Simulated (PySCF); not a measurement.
ethylmethylamine (C3H9N), SMILES CCNC. Geometry: B3LYP-D3(BJ)/def2-SVP. The values are those of a single conformer.

Computed equilibrium geometry at B3LYP-D3(BJ)/def2-SVP (PySCF confirms it by a frequency run) as a Z-matrix (one conformer of several):
```
C
H 1 1.1054
H 1 1.1163 2 105.52
N 1 1.4518 2 107.88 3 120.74
H 4 1.0198 1 109.52 2 175.87
C 4 1.4482 5 109.99 1 -126.20
H 6 1.1014 4 110.15 5 -53.75
H 6 1.1036 7 107.28 4 119.52
H 6 1.1144 7 107.87 8 114.78
C 1 1.5232 2 109.54 3 -117.83
H 10 1.1009 1 110.49 2 -62.46
H 10 1.1010 11 108.73 1 -122.30
H 10 1.1037 11 107.76 12 -116.22
```
